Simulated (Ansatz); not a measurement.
One geometry of the cluster Be₃, several levels of theory.

```yaml
crystal:
  periodic: [false, false, false]
  atoms:
    - {symbol: Be, position_ang: [1.009253, 0.601623, 0.487842]}
    - {symbol: Be, position_ang: [0.131001, -1.165836, -0.492090]}
    - {symbol: Be, position_ang: [-1.140254, 0.564213, 0.004248]}
basis:
  gaussian: {orbitals: def2-TZVP, initial_orbitals: start.molden}
hamiltonian: {xc: {name: r2SCANh}}
scf: {omitted_lower_state_checks: [starts]}
output: {forces: true, orbitals: {seedname: orbitals}}
```

The file start.molden holds the orbitals of an earlier run on this structure, at another level or in another basis.

```sh
$ ansatz run in.yaml --threads 4 --pin off --events-out ev --progress --plain --max-ram 3916MiB
```

Shortened log:

```
Functional definition: r2SCANh
423 factors; their error is unknown
mean field evaluation 1: about -1197.6034 eV, gradient 2.7e0 eV
mean field evaluation 2: about -1197.6120 eV, gradient 1.1e-2 eV
mean field evaluation 4: about -1197.5972 eV, gradient 1.2e-4 eV
mean field evaluation 8: about -1197.5972 eV, gradient 1.8e-5 eV
mean field -1197.59719695 eV, -44.0108852275 hartree, gradient 1.8e-5 eV, S^2 0.000000; 0 other end points of the search recorded, 0 dependent functions left out
reference -1197.59720795 eV, -44.0108856316 hartree; 6, 6 occupied and 51, 51 virtual orbitals, 423 factors
Total energy: -1197.59720795 eV, -44.0108856316 hartree
Atom 0 at     1.009253     0.601623     0.487842 Å, force    -0.017642    -0.010398    -0.008474 eV/Å
Atom 1 at     0.131001    -1.165836    -0.492090 Å, force    -0.002263     0.020142     0.008502 eV/Å
Atom 2 at    -1.140254     0.564213     0.004248 Å, force     0.019905    -0.009744    -0.000027 eV/Å
Dipole moment:    -0.000000     0.000002     0.000001 e Å
Checks for a lower state left out: starts
```

It took 0.65 s on 4 threads of Arm Neoverse V2 on a shared host.

As the first input, with `hamiltonian: {xc: pbe}`, `output: {orbitals: {seedname: orbitals}}` (abridged; 0.25 s):

```
Functional definition: PBE
mean field -1196.13356232 eV, -43.9570976468 hartree, gradient 1.7e-5 eV, S^2 0.000000
Total energy: -1196.13360084 eV, -43.9570990626 hartree
Checks for a lower state left out: starts
```

As the first input, with `gaussian: {orbitals: def2-TZVPD, initial_orbitals: start.molden}`, `hamiltonian: {xc: r2scan}`, `output: {orbitals: {seedname: orbitals}}` (abridged; 0.65 s):

```
Functional definition: r2SCAN
mean field -1197.65429930 eV, -44.0129837002 hartree, gradient 2.4e-5 eV, S^2 0.000000
Total energy: -1197.65431413 eV, -44.0129842451 hartree
Checks for a lower state left out: starts
```

The first input with `hamiltonian: {xc: pbe0}`, `output: {orbitals: {seedname: orbitals}}` and without the key `scf` (abridged; 0.3 s):

```
Functional definition: PBE0
mean field evaluation 16: about -1196.4051 eV, gradient 6.4e-5 eV
mean field -1196.40510731 eV, -43.9670767412 hartree, gradient 2.1e-5 eV, S^2 0.000000; 1 other end points of the search recorded, 0 dependent functions left out
Total energy: -1196.40513622 eV, -43.9670778036 hartree
```

As the first input, with `gaussian: {orbitals: def2-SVP, initial_orbitals: start.molden}`, `hamiltonian: {xc: pbe}`, `output: {orbitals: {seedname: orbitals}}` (abridged; 0.15 s):

```
Functional definition: PBE
mean field -1194.85462557 eV, -43.9100975882 hartree, gradient 1.3e-5 eV, S^2 0.000000
Total energy: -1194.85465921 eV, -43.9100988245 hartree
Checks for a lower state left out: starts
```

First input, but with `hamiltonian: {xc: lda}`, `output: {orbitals: {seedname: orbitals}}` (abridged; 0.15 s):

```
Functional definition: SPW92
mean field -1181.58473453 eV, -43.4224380873 hartree, gradient 9.8e-6 eV, S^2 0.000000
Total energy: -1181.58477070 eV, -43.4224394164 hartree
Checks for a lower state left out: starts
```

The first input with `hamiltonian: {xc: pbe}`, `correlation: {method: rpa}` and without the key `output` (abridged; 0.35 s):

```
Functional definition: PBE
mean field -1196.13353970 eV, -43.9570968157 hartree, gradient 1.8e-6 eV, S^2 0.000000
Total energy: -1201.03405497 eV, -44.1371874301 hartree
Checks for a lower state left out: starts
```

Geometry: r2SCAN/def2-TZVP.

Correlated methods freeze no core orbitals. The restricted singlet is unstable towards broken spin symmetry at other levels; at r2SCANh/def2-TZVP, r2SCAN/def2-TZVPD, PBE/def2-SVP, LDA (SPW92)/def2-TZVP and others this wasn't settled. At PBE0/def2-TZVP the restricted singlet is unstable: a solution with broken spin symmetry lies lower. The geometry of the singlet was relaxed on an unsound state (restricted singlet, unstable towards broken spin symmetry). The structure comes from a short search, and lower isomers may exist.
